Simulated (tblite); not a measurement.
Species: C₃H₁₂B₂GeO₃.
Numbering: `[BH2:1][C@@H:2]([O:3][GeH3:4])[O:5][B:6]([CH3:7])[O:8][CH3:9]` (hydrogens: H10, H11 on B1; H12 on C2; H13, H14, H15 on Ge4; H16, H17, H18 on C7; H19, H20, H21 on C9)

Computed with GFN2-xTB (tblite), gas phase: L-BFGS steps from a force-field or distance-geometry start until the largest atomic force falls under 0.01 eV/Å.

Step 4: E = -793.6390 eV
```
atom  x, y, z in Å  |  force x, y, z in eV/Å
B1     -1.6926   -2.1745   -0.0816   -0.124   0.078  -0.119
C2     -1.2541   -0.6909    0.1987   -0.303   0.230  -0.241
O3     -2.1595    0.0726    0.9732    0.031  -0.099  -0.021
Ge4    -3.1235    1.3064    0.2001    0.116   0.048  -0.211
O5      0.0444   -0.5664    0.6669    0.019  -0.146   0.154
B6      1.1111   -0.0941   -0.0258   -0.373   0.080   0.073
C7      2.2020   -1.1327   -0.4784    0.292  -0.203   0.123
O8      1.2995    1.2525   -0.1484   -0.005   0.088   0.287
C9      2.5665    1.6634    0.3058    0.234   0.252   0.100
H10    -2.8253   -2.3893   -0.1318   -0.277  -0.145  -0.015
H11    -0.8832   -2.9625   -0.3381    0.094  -0.087   0.007
H12    -1.2221   -0.2420   -0.8278   -0.279  -0.261  -0.132
H13    -2.3357    2.5687    0.0605    0.074   0.102  -0.096
H14    -3.5343    0.7882   -1.1691    0.036   0.074   0.156
H15    -4.2826    1.5070    1.0950   -0.157  -0.064   0.219
H16     1.8528   -1.8912   -1.1660   -0.208  -0.023  -0.073
H17     3.0658   -0.6554   -0.9124    0.303  -0.069  -0.170
H18     2.4881   -1.6485    0.4268    0.339  -0.324   0.123
H19     3.1439    0.8006    0.6363    0.225   0.146   0.010
H20     2.4114    2.3018    1.1754    0.002   0.205   0.000
H21     3.1187    2.2032   -0.4599   -0.039   0.117  -0.176
```

Step 5: E = -793.6703 eV
```
atom  x, y, z in Å  |  force x, y, z in eV/Å
B1     -1.6972   -2.1736   -0.0966   -0.153  -0.026   0.001
C2     -1.2638   -0.6888    0.1957   -0.172   0.011  -0.119
O3     -2.1607    0.0766    0.9677   -0.057  -0.059   0.043
Ge4    -3.1253    1.3130    0.1961    0.106   0.003  -0.039
O5      0.0382   -0.5671    0.6616    0.085  -0.142   0.147
B6      1.1129   -0.0940   -0.0173   -0.347   0.080   0.030
C7      2.2068   -1.1354   -0.4751    0.250  -0.166   0.159
O8      1.3023    1.2549   -0.1353   -0.126  -0.052   0.208
C9      2.5685    1.6690    0.3045    0.290   0.307   0.153
H10    -2.8357   -2.3932   -0.1289   -0.119  -0.127  -0.055
H11    -0.8776   -2.9666   -0.3352   -0.047   0.040   0.003
H12    -1.2284   -0.2516   -0.8235   -0.273  -0.112  -0.398
H13    -2.3346    2.5671    0.0574    0.102   0.176  -0.098
H14    -3.5309    0.7912   -1.1595   -0.016   0.032   0.007
H15    -4.2823    1.5031    1.0981   -0.130  -0.049   0.192
H16     1.8505   -1.8884   -1.1661   -0.216  -0.026  -0.046
H17     3.0710   -0.6640   -0.9167    0.271  -0.040  -0.131
H18     2.4992   -1.6571    0.4266    0.307  -0.290   0.074
H19     3.1479    0.8101    0.6361    0.270   0.087   0.019
H20     2.4104    2.3054    1.1754    0.060   0.242  -0.014
H21     3.1198    2.2063   -0.4657   -0.083   0.112  -0.137
```

Step 6: E = -793.7173 eV
```
atom  x, y, z in Å  |  force x, y, z in eV/Å
B1     -1.7078   -2.1736   -0.1190   -0.170  -0.163   0.189
C2     -1.2810   -0.6860    0.1898    0.066  -0.301   0.016
O3     -2.1639    0.0814    0.9602   -0.169   0.006   0.101
Ge4    -3.1261    1.3235    0.1904    0.037  -0.004   0.278
O5      0.0279   -0.5722    0.6570    0.074  -0.116   0.027
B6      1.1106   -0.0932   -0.0046   -0.090  -0.004   0.004
C7      2.2191   -1.1426   -0.4669    0.108  -0.064   0.130
O8      1.3046    1.2585   -0.1100   -0.144  -0.196   0.142
C9      2.5771    1.6829    0.3056    0.180   0.225   0.139
H10    -2.8537   -2.4020   -0.1259    0.102  -0.095  -0.117
H11    -0.8708   -2.9712   -0.3307   -0.255   0.215  -0.014
H12    -1.2444   -0.2683   -0.8271   -0.225   0.065  -0.624
H13    -2.3306    2.5689    0.0502    0.116   0.239  -0.089
H14    -3.5262    0.7961   -1.1454   -0.097  -0.039  -0.227
H15    -4.2843    1.4958    1.1068   -0.022  -0.025   0.097
H16     1.8423   -1.8843   -1.1666   -0.150   0.040   0.080
H17     3.0846   -0.6784   -0.9260    0.110  -0.054  -0.008
H18     2.5233   -1.6771    0.4279    0.226  -0.191  -0.056
H19     3.1604    0.8272    0.6362    0.291   0.064   0.019
H20     2.4104    2.3174    1.1755    0.158   0.298  -0.026
H21     3.1196    2.2140   -0.4779   -0.147   0.104  -0.062
```

Task: Estimate the geometry and energy of step 7. (The exact step hangs on the optimiser's Hessian estimate; all steps are aligned on step 6, rigid shifts and turns removed.)

Result: E = -793.7556 eV, largest force 0.563 eV/Å
```
atom  x, y, z in Å  |  force x, y, z in eV/Å
B1     -1.7193   -2.1759   -0.1330   -0.147  -0.201   0.312
C2     -1.2939   -0.6875    0.1843    0.183  -0.365   0.000
O3     -2.1688    0.0843    0.9558   -0.158  -0.013   0.078
Ge4    -3.1259    1.3322    0.1904   -0.015   0.014   0.396
O5      0.0191   -0.5792    0.6543    0.027  -0.081  -0.130
B6      1.1075   -0.0932    0.0053    0.165  -0.091   0.033
C7      2.2313   -1.1497   -0.4584   -0.019   0.016   0.074
O8      1.3055    1.2595   -0.0859   -0.054  -0.250   0.129
C9      2.5865    1.6970    0.3086    0.021   0.084   0.081
H10    -2.8675   -2.4113   -0.1260    0.194  -0.077  -0.154
H11    -0.8697   -2.9715   -0.3276   -0.356   0.277  -0.038
H12    -1.2620   -0.2817   -0.8409   -0.173   0.092  -0.528
H13    -2.3251    2.5749    0.0427    0.090   0.226  -0.067
H14    -3.5243    0.7996   -1.1381   -0.132  -0.057  -0.313
H15    -4.2865    1.4894    1.1161    0.058   0.001   0.028
H16     1.8325   -1.8800   -1.1653   -0.065   0.095   0.192
H17     3.0980   -0.6912   -0.9337   -0.049  -0.080   0.105
H18     2.5476   -1.6975    0.4284    0.139  -0.090  -0.168
H19     3.1762    0.8428    0.6365    0.259   0.105   0.008
H20     2.4133    2.3333    1.1755    0.228   0.310  -0.045
H21     3.1166    2.2226   -0.4895   -0.198   0.085   0.009
```

The energy changes by -0.0383 eV. The first-order estimate −F·Δx gives -0.0501 eV and the mean of the old and new forces, exact on a quadratic surface, -0.0383 eV. The step makes an angle of 59° with the force vector and moves no atom by more than 0.032 Å.

What follows is the cost of the whole relaxation. Time: 3.5 s. Hardware: an Arm Neoverse N1 with one thread, no GPU, on a shared host.
